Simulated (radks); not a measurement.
Effect of the nuclear size on the strontium ion Sr3+, [Ar] 3d10 4s2 4p5. Method: Dirac Kohn-Sham, exchange-only LDA, spin-unpolarised, spherical densities, finite nucleus; open shells are shared between the two j in proportion to 2j + 1; Fermi nuclear charge, rms radius 4.224 fm; computed with a radial shooting solver on a logarithmic mesh with Libxc functionals. The rms radius is varied about that value; shifts are against it.

| rms radius (fm) | total energy shift (eV) | density at nucleus (e/bohr^3) | 1s1/2 shift (meV) | 2s1/2 shift (meV) | 3p1/2 shift (meV) | 4s1/2 shift (meV) | 5s1/2 (empty) shift (meV) |
|---|---|---|---|---|---|---|---|
| 3.4172 | -0.287 | 6.185e+04 | -122 | -12.5 | 0.193 | -0.291 | -0.059 |
| 3.9241 | -0.113 | 6.109e+04 | -47.9 | -4.94 | 0.076 | -0.115 | -0.023 |
| 4.224 | 0 | 6.07e+04 | 0.000 | 0.000 | 0.000 | 0.000 | 0.000 |
| 4.4817 | 0.103 | 6.038e+04 | 43.7 | 4.51 | -0.070 | 0.105 | 0.021 |
| 4.8787 | 0.273 | 5.993e+04 | 116 | 11.9 | -0.184 | 0.277 | 0.056 |

Slopes of the eigenvalues against <r^2> in GHz/fm^2, as finite differences over the two radii next to the reference (eigenvalue slopes, not the field-shift constants of lines): 1s1/2 4730, 2s1/2 487, 3p1/2 -7.52, 4s1/2 11.3, 5s1/2 (empty) 2.29.
